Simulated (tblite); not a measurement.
Compound: CH9NPSi2 (doublet state).
Bonds: C1–N2, N2–Si3, N2–Si4, Si4–P5. Hydrogens: H6, H7, H8 on C1; H9, H10, H11 on Si3; H12 on Si4; H13, H14 on P5.

Computed with GFN2-xTB (tblite), gas phase: L-BFGS steps from a force-field or distance-geometry start until the largest atomic force falls under 0.01 eV/Å.

Step 119: E = -425.0782 eV
```
atom  x, y, z in Å  |  force x, y, z in eV/Å
C1     -0.6186   -0.6547   -1.0591   -0.006   0.000  -0.015
N2     -0.4225    0.0845    0.1681   -0.023  -0.019  -0.011
Si3    -1.8251    0.8288    0.8758    0.017   0.018  -0.033
Si4     1.1494    0.0154    0.9121   -0.036  -0.032  -0.035
P5      2.6564   -0.2215   -0.7278    0.010   0.021  -0.032
H6     -0.6362   -1.7347   -0.8763   -0.020   0.058  -0.035
H7     -1.5626   -0.3693   -1.5252    0.074  -0.037   0.009
H8      0.1914   -0.4423   -1.7688   -0.031  -0.008   0.070
H9     -1.4457    1.1393    2.2480   -0.014   0.032  -0.022
H10    -2.1687    2.0114    0.0752   -0.001  -0.022   0.051
H11    -2.9380   -0.1229    0.8304    0.010  -0.014   0.011
H12     1.3141    1.3496    1.5154    0.017   0.021   0.025
H13     2.5729   -1.6000   -0.8267    0.007  -0.014   0.020
H14     3.7325   -0.2845    0.1367   -0.003  -0.004  -0.002
```

Step 120: E = -425.0791 eV
```
atom  x, y, z in Å  |  force x, y, z in eV/Å
C1     -0.6241   -0.6583   -1.0571   -0.010  -0.003  -0.007
N2     -0.4243    0.0784    0.1706    0.005  -0.018  -0.002
Si3    -1.8234    0.8343    0.8711    0.022   0.011  -0.007
Si4     1.1476   -0.0072    0.9142   -0.041  -0.018  -0.056
P5      2.6564   -0.2151   -0.7301   -0.042   0.108  -0.042
H6     -0.6569   -1.7372   -0.8745   -0.008   0.026  -0.027
H7     -1.5624   -0.3638   -1.5265    0.049  -0.017  -0.007
H8      0.1906   -0.4555   -1.7625   -0.014  -0.007   0.050
H9     -1.4405    1.1584    2.2390   -0.014   0.032  -0.019
H10    -2.1647    2.0085    0.0593   -0.005  -0.008   0.038
H11    -2.9386   -0.1149    0.8395    0.002  -0.017   0.010
H12     1.3147    1.3175    1.5382    0.014   0.015   0.025
H13     2.5933   -1.5913   -0.8385    0.027  -0.067   0.037
H14     3.7315   -0.2545    0.1351    0.016  -0.039   0.007
```

Step 121: E = -425.0798 eV
```
atom  x, y, z in Å  |  force x, y, z in eV/Å
C1     -0.6248   -0.6591   -1.0542   -0.011  -0.009  -0.012
N2     -0.4234    0.0783    0.1720    0.013  -0.018   0.003
Si3    -1.8227    0.8365    0.8672   -0.003   0.011   0.021
Si4     1.1471   -0.0179    0.9172   -0.027  -0.019  -0.066
P5      2.6562   -0.2049   -0.7307   -0.027   0.079  -0.016
H6     -0.6737   -1.7366   -0.8697    0.001   0.013  -0.021
H7     -1.5560   -0.3552   -1.5306    0.031  -0.002  -0.015
H8      0.1966   -0.4678   -1.7542   -0.003  -0.009   0.033
H9     -1.4374    1.1782    2.2302   -0.014   0.032  -0.022
H10    -2.1731    1.9985    0.0425   -0.001  -0.002   0.032
H11    -2.9353   -0.1170    0.8515    0.008  -0.014   0.010
H12     1.3181    1.2982    1.5584    0.007   0.012   0.022
H13     2.5968   -1.5818   -0.8595    0.034  -0.026   0.053
H14     3.7308   -0.2500    0.1377   -0.007  -0.049  -0.021
```

Q: Estimate the geometry and energy of step 122. (The exact step hangs on the optimiser's Hessian estimate; all steps are aligned on step 121, rigid shifts and turns removed.)

A: E = -425.0807 eV, largest force 0.062 eV/Å
```
atom  x, y, z in Å  |  force x, y, z in eV/Å
C1     -0.6291   -0.6622   -1.0518   -0.006  -0.012  -0.011
N2     -0.4237    0.0751    0.1730    0.005  -0.015   0.008
Si3    -1.8202    0.8409    0.8628   -0.035  -0.004   0.046
Si4     1.1451   -0.0332    0.9178    0.009  -0.021  -0.058
P5      2.6557   -0.1932   -0.7332   -0.010   0.054   0.008
H6     -0.6949   -1.7380   -0.8672    0.008  -0.013  -0.006
H7     -1.5522   -0.3480   -1.5344   -0.006   0.021  -0.028
H8      0.1979   -0.4826   -1.7461    0.029  -0.009   0.000
H9     -1.4342    1.1992    2.2206   -0.006   0.036  -0.014
H10    -2.1757    1.9900    0.0251   -0.001   0.019   0.016
H11    -2.9337   -0.1124    0.8640    0.013  -0.014   0.008
H12     1.3205    1.2701    1.5848   -0.003   0.004   0.011
H13     2.6131   -1.5708   -0.8745    0.027  -0.002   0.056
H14     3.7306   -0.2356    0.1370   -0.023  -0.043  -0.037
```

The energy changes by -0.0009 eV. The first-order estimate −F·Δx gives -0.0012 eV and the mean of the old and new forces, exact on a quadratic surface, -0.0009 eV. The step makes an angle of 84° with the force vector and moves no atom by more than 0.039 Å.

What follows is the cost of the whole relaxation. Hardware: one thread of an Arm Neoverse V2, on a shared host. Cost: 1.0 s wall.
